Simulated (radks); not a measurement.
Values are calculated unless marked as measured or tabulated.
Cr7+, configuration [Ne] 3s2 3p(1/2: 1, 3/2: 4). Code: a radial shooting solver on a logarithmic mesh with Libxc functionals. Model: Dirac Kohn-Sham, BLYP, spin-unpolarised, spherical densities, finite nucleus; Fermi nuclear charge, rms radius 3.6452 fm. Some entries of the table are withheld. Estimate them.

orbital  occ.  eigenvalue (hartree)  <r^2> (bohr^2)
1s1/2       2             -221.5724        0.005432
2s1/2       2             -29.97831             (1)
2p1/2       2             -26.29081         0.08155
2p3/2       4             -25.97209         0.08322
3s1/2       2              -7.48563          0.7876
3p1/2       1                   (2)          0.8293
3p3/2       4                   (3)          0.8406

Answer. 
(1) 2s1/2 <r^2> (bohr^2): 0.1010
(2) 3p1/2 eigenvalue (hartree): -6.40887
(3) 3p3/2 eigenvalue (hartree): -6.35986
